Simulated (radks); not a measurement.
Valence configurations of Al III (all share [Ne]). All-electron calculation, scalar-relativistic Kohn-Sham, r2SCAN, spin-unpolarised, spherical densities, finite nucleus; meta-GGA in the generalised Kohn-Sham scheme; Fermi nuclear charge, rms radius 3.061 fm. Program: a radial shooting solver on a logarithmic mesh with Libxc functionals. Energies are relative to 3s1; eigenvalues in eV.

valence,E (eV),e(3p),e(3s)
3s1,0.000,-,-23.607
3s0.5 3p0.5,3.389,-17.157,-23.807
3p1,6.669,-17.413,-

NIST lists [Ne] 3s1 as the ground configuration; this level of theory agrees among the configurations tried. The energies are those of spherical spin-averaged densities, not of single terms.
